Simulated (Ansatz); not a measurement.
One change: `C#CB(C)F` becomes `CB(F)BCl`.

Ansatz, PBE0-D4/def2-TZVP geometries, multiplicity 1. Each molecule was computed in one conformer, which needn't be the lowest.

| property | `C#CB(C)F` |
| --- | --- |
| HOMO energy (PBE/def2-TZVPP) / eV | -7.15 |
| ideal-gas entropy at 298 K and 1 bar (rigid rotor, harmonic PBE0-D4/def2-TZVP) / J/(mol·K) | 329 |
| size of the dipole moment (ωB97M-V/def2-TZVPP) / D | 1.56 |
| HOMO–LUMO gap (PBE/def2-TZVPP) / eV | 4.81 |
| LUMO energy (ωB97M-V/def2-TZVPP) / eV | 0.71 |
| HOMO–LUMO gap (B3LYP/def2-TZVPP) / eV | 6.55 |

**Question.** Give the same properties after the change, and the shifts. (An estimate is asked.)

**Answer.** Computed: 
| property | `CB(F)BCl` | shift |
| --- | --- | --- |
| HOMO energy (PBE/def2-TZVPP) / eV | -6.40 | 0.75 |
| ideal-gas entropy at 298 K and 1 bar (rigid rotor, harmonic PBE0-D4/def2-TZVP) / J/(mol·K) | 352 | 23 |
| size of the dipole moment (ωB97M-V/def2-TZVPP) / D | 1.29 | -0.27 |
| HOMO–LUMO gap (PBE/def2-TZVPP) / eV | 3.59 | -1.22 |
| LUMO energy (ωB97M-V/def2-TZVPP) / eV | 0.19 | -0.52 |
| HOMO–LUMO gap (B3LYP/def2-TZVPP) / eV | 5.57 | -0.98 |

With PBE0 the HOMO rises by 0.61 eV and the LUMO falls by 0.45 eV, so the gap narrows by about 1.06 eV. PBE moves the HOMO by 0.75 eV and ωB97M-V by 0.66 eV. Dipoles are sizes alone; their direction can turn. Modes under 60 cm⁻¹, often nearly free rotors, make the harmonic entropy too high.

B3LYP here is the variant with VWN-RPA as its local correlation; programs differ in this.
